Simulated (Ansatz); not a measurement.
`F[CH]1[O][GeH2]1` and `F[C@@H]1[O][Ge@H]1[SiH3]` differ in one atom or group.

Ansatz, PBE0-D4/def2-TZVP geometries, multiplicity 1. 

Scalar relativity is left out up to krypton.

| property | `F[CH]1[O][GeH2]1` |
| --- | --- |
| HOMO–LUMO gap (PBE0/def2-TZVPP) / eV | 6.08 |
| HOMO energy (PBE0/def2-TZVPP) / eV | -7.25 |
| HOMO–LUMO gap (PBE/def2-TZVPP) / eV | 4.12 |
| LUMO energy (PBE0/def2-TZVPP) / eV | -1.17 |
| HOMO–LUMO gap (B3LYP/def2-TZVPP) / eV | 5.63 |
| HOMO energy (ωB97M-V/def2-TZVPP) / eV | -9.41 |

(1) Give the same properties after the change, and the shifts. (An estimate is asked.)

## Answers

(1) Computed: 
```tsv
property	`F[C@@H]1[O][Ge@H]1[SiH3]`	shift
HOMO–LUMO gap (PBE0/def2-TZVPP) / eV	5.60	-0.48
HOMO energy (PBE0/def2-TZVPP) / eV	-7.02	0.23
HOMO–LUMO gap (PBE/def2-TZVPP) / eV	3.72	-0.40
LUMO energy (PBE0/def2-TZVPP) / eV	-1.43	-0.26
HOMO–LUMO gap (B3LYP/def2-TZVPP) / eV	5.19	-0.44
HOMO energy (ωB97M-V/def2-TZVPP) / eV	-9.12	0.29
```

With PBE0 the HOMO rises by 0.23 eV and the LUMO falls by 0.26 eV, so the gap narrows by about 0.49 eV. PBE moves the HOMO by 0.18 eV and ωB97M-V by 0.29 eV.

B3LYP here is the variant with VWN-RPA as its local correlation; programs differ in this.
